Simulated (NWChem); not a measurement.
System: CH2ClF; SMILES FCCl

Input file for NWChem:

```
start job
memory heap 200 mb stack 900 mb global 1100 mb
geometry units angstroms noautosym nocenter noautoz
  F      0.389191     1.505790     0.000000
  C     -0.571544     0.565043     0.000000
  Cl     0.131186    -1.062862     0.000000
  H     -1.185066     0.659826     0.907841
  H     -1.185066     0.659826    -0.907841
end
basis spherical
  F library cc-pvtz
  C library cc-pvtz
  Cl library cc-pvtz
  H library cc-pvtz
end
dft
  xc xcamb88 1.00 lyp 0.81 vwn_5 0.19 hfexch 1.00
  cam 0.33 cam_alpha 0.19 cam_beta 0.46
  iterations 150
end
property
  efieldgrad
end
task dft property
```

Parts of the log:

```
             Northwest Computational Chemistry Package (NWChem) 7.3.0
             --------------------------------------------------------

                             Geometry "geometry" -> ""
                             -------------------------

 Output coordinates in angstroms (scale by  1.889725989 to convert to a.u.)

  No.       Tag          Charge          X              Y              Z
 ---- ---------------- ---------- -------------- -------------- --------------
    1 F                    9.0000     0.38919100     1.50579000     0.00000000
    2 C                    6.0000    -0.57154400     0.56504300     0.00000000
    3 Cl                  17.0000     0.13118600    -1.06286200     0.00000000
    4 H                    1.0000    -1.18506600     0.65982600     0.90784100
    5 H                    1.0000    -1.18506600     0.65982600    -0.90784100

 Effective nuclear repulsion energy (a.u.)     101.5275868794

                              NWChem Property Module
                              ----------------------

  itol2e modified to match energy
  convergence criterion.

                                 NWChem DFT Module
                                 -----------------

 Summary of "ao basis" -> "ao basis" (spherical)
 ------------------------------------------------------------------------------
       Tag                 Description            Shells   Functions and Types
 ---------------- ------------------------------  ------  ---------------------
 F                          cc-pvtz                 10       30   4s3p2d1f
 C                          cc-pvtz                 10       30   4s3p2d1f
 Cl                         cc-pvtz                 12       34   5s4p2d1f
 H                          cc-pvtz                  6       14   3s2p1d

  itol2e modified to match energy
  convergence criterion.

            General Information
            -------------------
          SCF calculation type: DFT
          Wavefunction type:  closed shell.
          No. of atoms     :     5
          No. of electrons :    34
           Alpha electrons :    17
            Beta electrons :    17
          Charge           :     0
          Spin multiplicity:     1
          Use of symmetry is: off; symmetry adaption is: off
          Maximum number of iterations: 150
          AO basis - number of functions:   122
                     number of shells:    44
          Convergence on energy requested:  1.00D-07
          Convergence on density requested:  1.00D-05
          Convergence on gradient requested:  5.00D-04

              XC Information
              --------------
                     Hartree-Fock (Exact) Exchange  1.000
                   CAM-Becke88 Exchange Functional  1.000
                      VWN V Correlation Functional  0.190 local
              Lee-Yang-Parr Correlation Functional  0.810

           Range-Separation Parameters
           ---------------------------
           Alpha           :  0.19
           Beta            :  0.46
           Gamma           :  0.33
           Short-Range HF  :     F

             Grid Information
             ----------------
          Grid used for XC integration:  fine
          Radial quadrature: Mura-Knowles
          Angular quadrature: Lebedev.
          Tag              B.-S. Rad. Rad. Pts. Rad. Cut. Ang. Pts.
          ---              ---------- --------- --------- ---------
          F                   0.50       70           8.0       590
          C                   0.70       70           7.0       590
          Cl                  1.00      123           9.0       770
          H                   0.35       60           8.0       590
          Grid pruning is: on
          Number of quadrature shells:   383
          Spatial weights used:  Erf1

      Superposition of Atomic Density Guess
      -------------------------------------

 Sum of atomic energies:        -597.56847594

      Non-variational initial energy
      ------------------------------

 Total energy =    -598.433532
 1-e energy   =   -1027.578182
 2-e energy   =     327.617063
 HOMO         =      -0.361126
 LUMO         =       0.076124

[...]

          -----------------------
          Electric field gradient
          -----------------------

 1 a.u. = 0.324123 10**(16) esu/cm**3  ( or statvolts/cm**2 ) = 0.97174 10**(22) v/m**2

 ------------------------------------------------------------
   Atom      X         Y         Z
 ------------------------------------------------------------
    1 F    0.73546   2.84553   0.00000
 ------------------------------------------------------------

 Electric field gradient in molecular frame (a.u.)
         XX             YY             ZZ             XY             XZ             YZ
 ------------------------------------------------------------------------------------------
       -0.792746      -0.834437       1.627183      -2.114482       0.000000      -0.000000

 Principal components (a.u.) and orientation
 of principal axis w.r.t. absolute frame                      Asymmetry parameter eta
 --------------------------------------------------------------------------------------
       -2.928176       1.627183       1.300993                       0.111397

        0.703613       0.000000       0.710584
        0.710584      -0.000000      -0.703613
       -0.000000       1.000000      -0.000000

 ------------------------------------------------------------
   Atom      X         Y         Z
 ------------------------------------------------------------
    2 C   -1.08006   1.06778   0.00000
 ------------------------------------------------------------

 Electric field gradient in molecular frame (a.u.)
         XX             YY             ZZ             XY             XZ             YZ
 ------------------------------------------------------------------------------------------
       -0.099491      -0.411567       0.511058      -0.111855       0.000000       0.000000

 Principal components (a.u.) and orientation
 of principal axis w.r.t. absolute frame                      Asymmetry parameter eta
 --------------------------------------------------------------------------------------
        0.511058      -0.447517      -0.063541                       0.751335

        0.000000       0.305983       0.952037
        0.000000       0.952037      -0.305983
        1.000000      -0.000000      -0.000000

 ------------------------------------------------------------
   Atom      X         Y         Z
 ------------------------------------------------------------
    3 Cl   0.24791  -2.00852   0.00000
 ------------------------------------------------------------

 Electric field gradient in molecular frame (a.u.)
         XX             YY             ZZ             XY             XZ             YZ
 ------------------------------------------------------------------------------------------
        0.808251      -2.790581       1.982330       1.922423       0.000000      -0.000000

 Principal components (a.u.) and orientation
 of principal axis w.r.t. absolute frame                      Asymmetry parameter eta
 --------------------------------------------------------------------------------------
       -3.624339       1.982330       1.642009                       0.093899

       -0.397892       0.000000       0.917432
        0.917432       0.000000       0.397892
        0.000000       1.000000      -0.000000

 ------------------------------------------------------------
   Atom      X         Y         Z
 ------------------------------------------------------------
    4 H   -2.23945   1.24689   1.71557
 ------------------------------------------------------------

 Electric field gradient in molecular frame (a.u.)
         XX             YY             ZZ             XY             XZ             YZ
 ------------------------------------------------------------------------------------------
        0.010585       0.120052      -0.130637       0.012060       0.178185      -0.028903

 Principal components (a.u.) and orientation
 of principal axis w.r.t. absolute frame                      Asymmetry parameter eta
 --------------------------------------------------------------------------------------
       -0.254208       0.134823       0.119385                       0.060730

       -0.558980       0.716783       0.416850
        0.081737      -0.452644       0.887937
        0.825143       0.530411       0.194431

 ------------------------------------------------------------
   Atom      X         Y         Z
 ------------------------------------------------------------
    5 H   -2.23945   1.24689  -1.71557
 ------------------------------------------------------------

 Electric field gradient in molecular frame (a.u.)
         XX             YY             ZZ             XY             XZ             YZ
 ------------------------------------------------------------------------------------------
        0.010585       0.120052      -0.130637       0.012060      -0.178185       0.028903

 Principal components (a.u.) and orientation
 of principal axis w.r.t. absolute frame                      Asymmetry parameter eta
 --------------------------------------------------------------------------------------
       -0.254208       0.134823       0.119385                       0.060730

        0.558980       0.716783       0.416850
       -0.081737      -0.452644       0.887937
        0.825143      -0.530411      -0.194431
```

Level: CAM-B3LYP/cc-pVTZ. Geometry: optimised at PBE0/def2-SVP. NWChem prints the field gradient with the sign opposite to the second derivative of the potential.
